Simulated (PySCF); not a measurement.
Computed Raman spectrum (relative Raman activity) of a molecule C₂H₆BClO. The structure is a stationary point at PBE0-D3(BJ)/def2-SVP. The values are those of a single conformer. Method: PySCF with PBE0-D3(BJ)/def2-SVP. Frequencies are harmonic and unscaled.

Lines under 2 % of the strongest are left out, and lines within 2 cm⁻¹ are merged.

ν (cm⁻¹): 590 (w), 899 (w), 1083 (vw), 1250 (vw), 1396 (vw), 1419 (w), 1451 (vw), 1475 (w), 1480 (w), 3035 (vs), 3058 (vs), 3103 (vs), 3147 (s), 3156 (m), 3889 (vs) (against the strongest line: vs over 80 %, s over 45 %, m over 15 %, w over 4 %, vw less)

Question: Pick the molecule that these values belong to.
(A) CCB(O)Cl
(B) COB(C)Cl
(C) CCOBCl

Answer: A, CCB(O)Cl
